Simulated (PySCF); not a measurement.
`[PbH4]`. Method: PBE0-D3(BJ)/def2-SVP geometry optimisation, gas phase, def2 core potentials past Kr (PySCF).

```
atom  x, y, z in Å
Pb1   -0.0924    0.0380   -0.0431
H2     1.4078   -0.6841    0.5184
H3    -1.0152   -1.1511   -0.9499
H4    -1.0348    0.5825    1.3368
H5     0.2690    1.4101   -1.0800
```

(1) Which two atoms are farthest apart?

(2) Work out the bond lengths Pb1–H2, Pb1–H3, Pb1–H4, Pb1–H5 in Å.

(3) Where is the centre of mass (commonest isotopes), and what is the radius of gyration?

(4) What is the repulsion energy of the bare nuclei, Σ ZA·ZB/RAB?

(5) What are the angles H3–Pb1–H4, H4–Pb1–H5, H2–Pb1–H5, H2–Pb1–H4?

Results:

(1) 6 pairs, among them H2···H3, H2···H4 and H2···H5, 2.871 Å down to 2.868 Å.

(2) For Pb1–H2 the difference vector is (1.5002, -0.7221, 0.5615) Å, of length 1.7571 Å. Pb1–H2 1.757; Pb1–H3 1.757; Pb1–H4 1.757; Pb1–H5 1.757 Å.

(3) Mass 212.008 u; centre at (-0.092, 0.038, -0.043) Å; Rg = √(Σ m r²/M) = 0.242 Å. As Ia + Ib + Ic = 2 Σ m r², the three principal moments sum to 24.9 u·Å².

(4) 99.88 Eh over 10 pairs, with full nuclear charges and distances in bohr; the largest single term is 24.70 Eh (Pb1 with H2, or a pair equal to it).

(5) From the scalar product of the two bond vectors; for H3–Pb1–H4 it is -1.0291 Å² over 1.7572 × 1.7575 Å², cos θ = -0.3332. H3–Pb1–H4 109.5°; H4–Pb1–H5 109.4°; H2–Pb1–H5 109.5°; H2–Pb1–H4 109.5°.

The point group is Td within 0.08 Å; differences among equivalent distances and angles are scatter left by the optimiser. No frequency check.
